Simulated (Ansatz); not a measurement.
Reaction (redistribution): `C[S][Hf]([OH])([S]C)[S]C` + `O[Si](O)(F)S` → `C[S][Hf]([F])([S]C)[S]C` + `O[Si](O)(O)S`

Gas-phase electronic energies from Ansatz, PBE0-D4/def2-TZVP geometries. CCSD(T)/CBS adds triple-zeta CCSD(T) − MP2 to the extrapolated MP2 energy (def2 sets, frozen cores). DFT in def2-TZVPP. def2 core potentials past Kr. For Hf outer-core shells are correlated without core-valence functions, which leaves a few kJ/mol of doubt a bond. One conformer a species, not always the lowest.

CCSD(T)/CBS gives +2.8 kJ/mol.

**Question.** Another level gave -1.9 kJ/mol. Which?
A. revPBE-D4/def2-TZVPP
B. PBE0-D4/def2-TZVPP
C. SCS-MP2/def2-TZVPP
D. LC-ωPBE/def2-TZVPP

**Answer.** D. LC-ωPBE -1.9, PBE0-D4 -6.3, SCS-MP2/def2-TZVPP 5.8, revPBE-D4 -14.7 kJ/mol.

Largest T1 diagnostic among the species: 0.015.

From BLYP to BHLYP (50 % exact exchange), in def2-TZVPP and without D4, ΔE moves by +5.5 kJ/mol. At CCSD(T), def2-SVP lies +3.1 kJ/mol from the extrapolated value and def2-TZVPP +0.1 kJ/mol. Leaving LDA and LC-ωPBE aside and taking each functional with its dispersion term where it has one, the values, not all of them listed here, spread over 16.1 kJ/mol, from revPBE-D4 to PBE-QIDH. LDA lies +3.3 kJ/mol from PBE without D4.

CCSD(T)/CBS has its own doubt, a few kJ/mol and more with outer-core shells, so smaller differences from it don't rank the levels.
